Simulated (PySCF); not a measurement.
## Löwdin shares of the frontier orbitals

C2H5F3SSi.
Cartesian coordinates in Å at the GFN2-xTB level; atoms count from 1:
```xyz
12
C2H5F3SSi angstrom
F      3.3969    0.0742   -0.7204
Si     1.9822    0.2864   -0.0036
S      0.5901   -0.8046   -1.2317
C     -0.9766    0.0010   -0.7711
C     -1.4272   -0.4085    0.6166
F     -0.6526    0.1735    1.5691
F     -2.6879    0.0267    0.8488
H      1.6694    1.6962   -0.1089
H      2.1033   -0.3044    1.3097
H     -1.7221   -0.3302   -1.4927
H     -0.8718    1.0845   -0.8210
H     -1.4026   -1.4957    0.7792
```

Computed with PySCF, TDDFT PBE0/def2-SVPD, vertical, gas phase, core orbitals frozen in the response.

Kohn–Sham orbitals with the atoms that hold most of them (Löwdin shares over 4%, at most four atoms; ? is withheld):

```csv
orbital,ε (eV),atoms
LUMO+2,0.55,"S3 27%, Si2 22%, H9 9%, C4 7%"
LUMO+1,0.24,"Si2 31%, S3 28%, H8 10%, H9 9%"
LUMO,-0.64,"S3 33%, Si2 28%, C4 11%, H8 8%"
HOMO,-7.60,?
HOMO-1,-9.12,?
HOMO-2,-10.21,"Si2 23%, H9 17%, F1 14%, H8 12%"
HOMO-3,-10.55,"F7 18%, F6 16%, C5 15%, H12 10%"
```

(1) Which atoms hold the HOMO, and with what shares?

(2) Give the leading atoms of the HOMO-1.

(3) The HOMO–LUMO gap is 6.97 eV. Where does the response calculation put the lowest singlet, and from which orbitals?

(4) One configuration dominates each of S1, S2 and S4. Which, and how do the shares of the two leading atoms of either orbital change from the occupied to the empty one?

Answers

(1) S3 (bonded to C and Si) 70%; C4 (bonded to C, S and 2 H) 10%; Si2 (bonded to F, S and 2 H) 9%.

(2) S3 (bonded to C and Si) 56%; Si2 (bonded to F, S and 2 H) 16%; C4 (bonded to C, S and 2 H) 10%; H8 (bonded to Si) 5%.

(3) S1 is at 5.44 eV (f = 0.0013), 1.53 eV below the gap, made of HOMO→LUMO (98%). Without the coupling terms of the response equations the lowest excitation would equal the gap.

(4) 
- S1 (5.44 eV, f 0.0013), HOMO→LUMO (98%): S3 70% → 33%, C4 10% → 11%, Si2 9% → 28%
- S2 (6.48 eV, f 0.024), HOMO→LUMO+1 (98%): S3 70% → 28%, C4 10% → at most 10%, Si2 9% → 31%
- S4 (7.18 eV, f 0.037), HOMO-1→LUMO (82%): S3 56% → 33%, Si2 16% → 28%

One conformer stands for the species.
